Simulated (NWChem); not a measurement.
System: Si2NH4OF; SMILES F[Si@H]1N[SiH2]O1

Input file for NWChem:

```
start job
memory heap 200 mb stack 700 mb global 900 mb
geometry units angstroms noautoz
  F      0.054203    -2.117977     0.586509
  Si    -0.010091    -0.853234    -0.441624
  N     -1.210209     0.350062    -0.060250
  Si     0.071045     1.529180     0.226717
  O      1.204174     0.292216    -0.137590
  H      0.019297    -1.461602    -1.800353
  H     -2.228948     0.378734    -0.072636
  H      0.139335     2.672567    -0.743422
  H      0.200973     2.052612     1.627527
end
basis spherical
  F library def2-svp
  Si library def2-svp
  N library def2-svp
  O library def2-svp
  H library def2-svp
end
dft
  xc becke97-d
  disp vdw 2
  iterations 150
  mulliken
end
task dft energy
```

Parts of the log:

```
             Northwest Computational Chemistry Package (NWChem) 7.3.0
             --------------------------------------------------------

 C1  symmetry detected

                             Geometry "geometry" -> ""
                             -------------------------

 Output coordinates in angstroms (scale by  1.889725989 to convert to a.u.)

  No.       Tag          Charge          X              Y              Z
 ---- ---------------- ---------- -------------- -------------- --------------
    1 F                    9.0000     0.05455998    -2.09758488     0.58819681
    2 Si                  14.0000    -0.01380349    -0.83190247    -0.43851663
    3 N                    7.0000    -1.22376579     0.36267330    -0.06085198
    4 Si                  14.0000     0.04814414     1.55009141     0.23336643
    5 O                    8.0000     1.19127358     0.32136911    -0.12757324
    6 H                    1.0000     0.02573474    -1.43819562    -1.79791544
    7 H                    1.0000    -2.24261178     0.38442708    -0.07771232
    8 H                    1.0000     0.11293072     2.69524385    -0.73492879
    9 H                    1.0000     0.16830929     2.07247745     1.63543782

 Effective nuclear repulsion energy (a.u.)     314.0114333781

                                 NWChem DFT Module
                                 -----------------

 Summary of "ao basis" -> "ao basis" (spherical)
 ------------------------------------------------------------------------------
       Tag                 Description            Shells   Functions and Types
 ---------------- ------------------------------  ------  ---------------------
 F                          def2-svp                 6       14   3s2p1d
 Si                         def2-svp                 8       18   4s3p1d
 N                          def2-svp                 6       14   3s2p1d
 O                          def2-svp                 6       14   3s2p1d
 H                          def2-svp                 3        5   2s1p

            General Information
            -------------------
          SCF calculation type: DFT
          Wavefunction type:  closed shell.
          No. of atoms     :     9
          No. of electrons :    56
           Alpha electrons :    28
            Beta electrons :    28
          Charge           :     0
          Spin multiplicity:     1
          Use of symmetry is: off; symmetry adaption is: off
          Maximum number of iterations: 150
          AO basis - number of functions:    98
                     number of shells:    46
          Convergence on energy requested:  1.00D-06
          Convergence on density requested:  1.00D-05
          Convergence on gradient requested:  5.00D-04

              XC Information
              --------------
                   Becke 97-D Method XC Functional
                  Becke 1997-D Exchange Functional  1.000
                Becke 1997-D Correlation Potential  1.000

             Grid Information
             ----------------
          Grid used for XC integration:  medium
          Radial quadrature: Mura-Knowles
          Angular quadrature: Lebedev.
          Tag              B.-S. Rad. Rad. Pts. Rad. Cut. Ang. Pts.
          ---              ---------- --------- --------- ---------
          F                   0.50       49          12.0       434
          Si                  1.10       88          10.0       590
          N                   0.65       49           8.0       434
          O                   0.60       49          10.0       434
          H                   0.35       45          12.0       434
          Grid pruning is: on
          Number of quadrature shells:   503
          Spatial weights used:  Erf1

      Superposition of Atomic Density Guess
      -------------------------------------

 Sum of atomic energies:        -807.70205153

      Non-variational initial energy
      ------------------------------

 Total energy =    -809.461007
 1-e energy   =   -1744.161242
 2-e energy   =     620.688802
 HOMO         =      -0.341541
 LUMO         =       0.032678

     ---------------------------------------------
      Total Density - Mulliken Population Analysis
     ---------------------------------------------

    Atom       Charge   Shell Charges
 -----------   ------   -------------------------------------------------------
    1 F    9     9.57   1.99  1.15  0.78  3.51  2.14  0.00
    2 Si  14    12.58   2.00  1.99  0.84  0.17  5.93  0.84  0.48  0.34
    3 N    7     7.91   1.99  1.03  0.51  2.60  1.78  0.00
    4 Si  14    12.98   2.00  1.99  0.93  0.22  5.93  0.94  0.71  0.26
    5 O    8     8.97   1.99  1.11  0.71  3.09  2.05  0.01
    6 H    1     1.07   0.68  0.38  0.01
    7 H    1     0.73   0.57  0.12  0.04
    8 H    1     1.09   0.70  0.39  0.01
    9 H    1     1.09   0.70  0.39  0.01

   convergence    iter        energy       DeltaE   RMS-Dens  Diis-err
 ---------------- ----- ----------------- --------- --------- ---------
 d= 0,ls=0.0,diis     1   -810.7496537376 -1.12D+03  2.05D-02  9.79D-01
 d= 0,ls=0.0,diis     2   -810.5252637580  2.24D-01  1.27D-02  3.40D+00
 d= 0,ls=0.0,diis     3   -810.8604282306 -3.35D-01  2.65D-03  6.76D-02
 d= 0,ls=0.0,diis     4   -810.8616660947 -1.24D-03  1.49D-03  5.00D-02
 d= 0,ls=0.0,diis     5   -810.8669306238 -5.26D-03  3.28D-04  1.56D-03
  Resetting Diis
 d= 0,ls=0.0,diis     6   -810.8670987917 -1.68D-04  6.34D-05  3.97D-05
 d= 0,ls=0.0,diis     7   -810.8671035695 -4.78D-06  4.02D-05  5.31D-06
 d= 0,ls=0.0,diis     8   -810.8671019867  1.58D-06  2.73D-05  2.20D-05
 d= 0,ls=0.0,diis     9   -810.8671040721 -2.09D-06  1.43D-06  2.18D-08
 d= 0,ls=0.0,diis    10   -810.8671040743 -2.15D-09  5.22D-07  5.39D-09

         Total DFT energy =     -810.867104074290
      One electron energy =    -1747.704198166425
           Coulomb energy =      692.165024322800
    Exchange-Corr. energy =      -69.331965873983
 Nuclear repulsion energy =      314.011433378090

    Dispersion correction =       -0.007397734772

 Numeric. integr. density =       56.000012604794

                       DFT Final Molecular Orbital Analysis
                       ------------------------------------

 Vector   26  Occ=2.000000D+00  E=-3.049043D-01
              MO Center=  2.1D-01,  1.3D-02, -3.3D-01, r^2= 3.7D+00
   Bfn.  Coefficient  Atom+Function         Bfn.  Coefficient  Atom+Function
  ----- ------------  ---------------      ----- ------------  ---------------
    68      0.346183  5 O  px                71      0.242181  5 O  px
    37     -0.236636  3 N  py                79      0.223664  6 H  s
     6     -0.181590  1 F  pz                40      0.162030  3 N  py
     5     -0.149189  1 F  py                89     -0.145119  8 H  s
    80      0.141778  6 H  s                 69      0.128863  5 O  py

 Vector   27  Occ=2.000000D+00  E=-2.713596D-01
              MO Center=  6.8D-01,  8.1D-01,  3.3D-02, r^2= 3.0D+00
   Bfn.  Coefficient  Atom+Function         Bfn.  Coefficient  Atom+Function
  ----- ------------  ---------------      ----- ------------  ---------------
    70      0.472802  5 O  pz                73      0.343867  5 O  pz
    94     -0.230924  9 H  s                 89      0.201036  8 H  s
    95     -0.193863  9 H  s                 90      0.172258  8 H  s
    80      0.129173  6 H  s                 56     -0.121061  4 Si pz
    79      0.119059  6 H  s                 69     -0.106498  5 O  py

 Vector   28  Occ=2.000000D+00  E=-2.371942D-01
              MO Center= -8.3D-01,  4.4D-01, -4.1D-02, r^2= 2.0D+00
   Bfn.  Coefficient  Atom+Function         Bfn.  Coefficient  Atom+Function
  ----- ------------  ---------------      ----- ------------  ---------------
    38      0.505550  3 N  pz                41     -0.422295  3 N  pz
    70      0.173240  5 O  pz                73      0.149709  5 O  pz
    37     -0.138386  3 N  py                40      0.120409  3 N  py
    95      0.113500  9 H  s                 94      0.111939  9 H  s
    90     -0.108167  8 H  s                 89     -0.105751  8 H  s

 Vector   29  Occ=0.000000D+00  E=-2.810984D-02
              MO Center= -1.3D-01,  1.1D+00,  9.2D-02, r^2= 4.6D+00
   Bfn.  Coefficient  Atom+Function         Bfn.  Coefficient  Atom+Function
  ----- ------------  ---------------      ----- ------------  ---------------
    57      0.813727  4 Si px                35      0.561584  3 N  s
    67     -0.449315  5 O  s                 25      0.421872  2 Si px
    54      0.287800  4 Si px                50     -0.242880  4 Si s
    22      0.215307  2 Si px                58     -0.154157  4 Si py
    51     -0.145912  4 Si px                18     -0.130397  2 Si s

 Vector   30  Occ=0.000000D+00  E= 2.463129D-02
              MO Center= -6.6D-01,  1.1D-01, -1.5D-01, r^2= 5.6D+00
   Bfn.  Coefficient  Atom+Function         Bfn.  Coefficient  Atom+Function
  ----- ------------  ---------------      ----- ------------  ---------------
    35      0.980243  3 N  s                 18     -0.760700  2 Si s
    85     -0.721404  7 H  s                 50     -0.630768  4 Si s
    80      0.626314  6 H  s                 58      0.614206  4 Si py
    67      0.471015  5 O  s                 34      0.249208  3 N  s
    26      0.245906  2 Si py                 3      0.236055  1 F  s

 Vector   31  Occ=0.000000D+00  E= 3.260626D-02
              MO Center=  6.2D-02,  1.0D+00, -4.0D-02, r^2= 5.7D+00
   Bfn.  Coefficient  Atom+Function         Bfn.  Coefficient  Atom+Function
  ----- ------------  ---------------      ----- ------------  ---------------
    58      1.036365  4 Si py                90     -0.867678  8 H  s
    95     -0.840175  9 H  s                 35      0.586156  3 N  s
    50      0.535001  4 Si s                 49      0.522308  4 Si s
    26     -0.474185  2 Si py                80     -0.400866  6 H  s
    17      0.384482  2 Si s                 18      0.310020  2 Si s

[...]
```

Level: B97-D/def2-SVP. All runs use the structure optimised with PBE-D3(BJ)/def2-SVP.
